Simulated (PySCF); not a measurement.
Te(iPr)(SH) (C3H8STe), SMILES CC(C)[Te]S. Geometry optimised at r2SCAN-D4/def2-SVP. The def2 effective core potentials stand for the cores of Te; spin–orbit coupling is left out. The values are those of a single conformer.

Computed equilibrium geometry at r2SCAN-D4/def2-SVP (PySCF confirms it by a frequency run) as bond lengths and angles (one conformer of several):
Atoms: Te1 C2 C3 C4 H5 H6 H7 H8 H9 H10 H11 S12 H13. Bonds (Å): Te1–C2 2.217, Te1–S12 2.423, C2–C3 1.522, C2–C4 1.516, C2–H5 1.102, C3–H6 1.104, C3–H7 1.103, C3–H8 1.102, C4–H9 1.101, C4–H10 1.105, C4–H11 1.102, S12–H13 1.355. Angles (°): C2–Te1–S12 97.8, Te1–C2–C3 106.5, Te1–C2–C4 111.5, Te1–C2–H5 103.8, C3–C2–C4 113.7, C3–C2–H5 110.2, C4–C2–H5 110.6, C2–C3–H6 109.7, C2–C3–H7 111.5, C2–C3–H8 112.5, H6–C3–H7 107.2, H6–C3–H8 107.4, H7–C3–H8 108.4, C2–C4–H9 111.6, C2–C4–H10 109.7, C2–C4–H11 111.3, H9–C4–H10 107.8, H9–C4–H11 108.3, H10–C4–H11 108.0, Te1–S12–H13 97.4.
Charge 0, spin multiplicity 1.
